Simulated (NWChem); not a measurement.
Species: CH$_{3}$F$_{3}$Ge; SMILES [CH3][Ge]([F])([F])[F]

```xyz
8

C      0.0000     0.0000    -1.9288
Ge     0.0000     0.0000     0.0004
F     -1.5991     0.0505     0.6825
F      0.8433     1.3596     0.6825
F      0.7559    -1.4101     0.6825
H     -0.4740    -0.9316    -2.2896
H      1.0437     0.0553    -2.2896
H     -0.5698     0.8763    -2.2896
```
Atoms are numbered in this order, from 1.

Computed with NWChem. The geometry was optimised at PBE-D3(BJ)/def2-SVP. Total energies compare along this basis series because the functional is fixed.

```json
[
 {"level": "PBE0/cc-pVDZ", "basis functions": "98", "energy (Ha)": "-2415.9502", "highest occupied level (eV)": "-10.34", "orbital gap (eV)": "10.05", "dipole (D)": "3.77"},
 {"level": "PBE0/aug-cc-pVDZ", "basis functions": "155", "energy (Ha)": "-2415.9933", "highest occupied level (eV)": "…", "orbital gap (eV)": "…", "dipole (D)": "…"},
 {"level": "PBE0/cc-pVTZ", "basis functions": "205", "energy (Ha)": "-2416.1540", "highest occupied level (eV)": "-10.50", "orbital gap (eV)": "10.00", "dipole (D)": "3.74"}
]
```

**Question.** What belongs in the gaps?

**Answer.** 
- PBE0/aug-cc-pVDZ, highest occupied level (eV): -10.61
- PBE0/aug-cc-pVDZ, orbital gap (eV): 9.58
- PBE0/aug-cc-pVDZ, dipole (D): 3.87
